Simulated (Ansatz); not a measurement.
Cost and result for the atomization energy of C$_{2}$H$_{4}$AlFO, SMILES `[OH][AlH]/[CH]=C/F` (9 atoms, 8 bonds).

```json
{"atom": "O1", "x (Å)": "-0.2681", "y (Å)": "1.9897", "z (Å)": "-0.0756"}
{"atom": "Al2", "x (Å)": "0.9111", "y (Å)": "0.7940", "z (Å)": "-0.3313"}
{"atom": "C3", "x (Å)": "0.2996", "y (Å)": "-0.9997", "z (Å)": "-0.0129"}
{"atom": "C4", "x (Å)": "-0.9536", "y (Å)": "-1.1879", "z (Å)": "0.3749"}
{"atom": "F5", "x (Å)": "-1.4705", "y (Å)": "-2.3980", "z (Å)": "0.6213"}
{"atom": "H6", "x (Å)": "-0.1108", "y (Å)": "2.9243", "z (Å)": "-0.1934"}
{"atom": "H7", "x (Å)": "2.3747", "y (Å)": "1.1794", "z (Å)": "-0.7921"}
{"atom": "H8", "x (Å)": "0.9126", "y (Å)": "-1.8915", "z (Å)": "-0.1273"}
{"atom": "H9", "x (Å)": "-1.6949", "y (Å)": "-0.4103", "z (Å)": "0.5364"}
```

Charge 0, multiplicity 1. All single points use the PBE0-D4/def2-TZVP geometry. It is one conformer, not always the lowest. Program: Ansatz. All runs use 2 threads of an Arm Neoverse V2 on a shared host. Times are those of one run each, without the atoms' runs, and a repeat can differ threefold. Electronic energies, without spin–orbit coupling; frozen cores. CCSD(T)/CBS adds CCSD(T) − MP2 in def2-TZVPP to the MP2 limit, and its time is that of the two runs behind it. T1 = 0.013. B3LYP takes the VWN-RPA correlation (the form of Gaussian; ORCA's B3LYP/G). HSE06 is the plane-wave form, built on full-range PBE exchange.

CCSD(T)/CBS is a level of theory with its own doubt, some kJ/mol a heavy atom from the limit and from the frozen cores, so smaller differences don't rank the functionals.

| level | functions | wall time |
| --- | --- | --- |
| revPBE-D4/def2-TZVPP | 222 | 2.4 s |
| BLYP-D4/def2-TZVPP | 222 | 2.4 s |
| BHLYP-D4/def2-TZVPP | 222 | 3.4 s |
| HSE06-D4/def2-TZVPP | 222 | 3.6 s |
| CAM-B3LYP-D4/def2-TZVPP | 222 | 3.7 s |
| CCSD(T)/def2-SVP | 94 | 4.4 s |
| B3LYP-D4/def2-TZVPP (with forces) | 222 | 4.9 s |
| r2SCANh-D4/def2-TZVPP | 222 | 6 s |
| ωB97X-V/def2-TZVPP | 222 | 9 s |
| ωB97M-V/def2-TZVPP (with forces) | 222 | 13 s |
| MP2/def2-QZVPP | 418 | 21 s |
| CCSD(T)/def2-TZVPP | 222 | 2.1 min |
| CCSD(T)/CBS(def2) | – | 2.4 min |

Task: What atomization energy does each give, and how far from CCSD(T)/CBS? (Best estimate.)

Result: The calculation gave: 
```tsv
level	atomization (kJ/mol)	difference from CCSD(T)/CBS	per bond
revPBE-D4/def2-TZVPP	3458.4	-25.1	-3.1
BLYP-D4/def2-TZVPP	3484.2	0.7	0.1
BHLYP-D4/def2-TZVPP	3338.6	-144.9	-18.1
HSE06-D4/def2-TZVPP	3472.8	-10.7	-1.3
CAM-B3LYP-D4/def2-TZVPP	3492.4	8.9	1.1
CCSD(T)/def2-SVP	3284.6	-198.9	-24.9
B3LYP-D4/def2-TZVPP (with forces)	3468.5	-15.0	-1.9
r2SCANh-D4/def2-TZVPP	3462.8	-20.7	-2.6
ωB97X-V/def2-TZVPP	3479.8	-3.7	-0.5
ωB97M-V/def2-TZVPP (with forces)	3487.7	4.2	0.5
MP2/def2-QZVPP	3541.2	57.7	7.2
CCSD(T)/def2-TZVPP	3387.1	-96.4	-12.0
CCSD(T)/CBS(def2)	3483.5	0.0	0.0
```

At CCSD(T), def2-SVP lies −199.0 kJ/mol from the extrapolated value and def2-TZVPP −96.4 kJ/mol: correlation converges slowly with the basis, and small sets miss more of it in the bonded molecule than in its fragments. In def2-TZVPP, CCSD(T) changes the Hartree–Fock value by +889.3 kJ/mol (the triples alone add +60.4 kJ/mol) and MP2 by +985.8 kJ/mol; breaking electron pairs costs correlation energy, which Hartree–Fock lacks. From PBE to PBE0 (25 % exact exchange), in def2-TZVPP and without D4, the atomization energy moves by −88.6 kJ/mol: exact exchange takes away binding that semilocal exchange gives to molecules.
